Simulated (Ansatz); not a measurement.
Reaction (formal exchange of groups at the As–C bond): `[SiH3]CC[AsH2]` + `[GaH3]` → `[GaH2][AsH2]` + `CC[SiH3]`

Calculated with Ansatz (gas phase, PBE0-D4/def2-TZVP geometries, no zero-point term in ΔE). CCSD(T)/CBS adds triple-zeta CCSD(T) − MP2 to the extrapolated MP2 energy (def2 sets, frozen cores). For As, Ga outer-core shells are correlated without core-valence functions, which leaves a few kJ/mol of doubt a bond. Scalar relativity is left out up to krypton. One conformer a species, not always the lowest.

| species | SCS-MP2/def2-QZVPP energy (Eh) |
| --- | --- |
| `[SiH3]CC[AsH2]` | -2605.23520 |
| `[GaH3]` | -1925.45867 |
| `[GaH2][AsH2]` | -4160.80687 |
| `CC[SiH3]` | -369.92262 |

**Question.** Work out ΔE.

**Answer.** ΔE = (-4160.80687) + (-369.92262) − (-2605.23520) − (-1925.45867) = -0.03562 Eh = -93.5 kJ/mol. CCSD(T)/CBS gives -98.4 kJ/mol.

Largest T1 diagnostic among the species: 0.013.

In def2-TZVPP, CCSD(T) changes the Hartree–Fock value by +7.8 kJ/mol (the triples alone add +1.3 kJ/mol) and MP2 by +8.0 kJ/mol. The D4 term adds +5.5 kJ/mol with B3LYP and +3.2 kJ/mol with PBE0; it sums over pairs of atoms, weighted by their polarisabilities, and B3LYP, whose exchange is more repulsive, gets the larger term.

B3LYP here is the variant with VWN-RPA as its local correlation; programs differ in this.
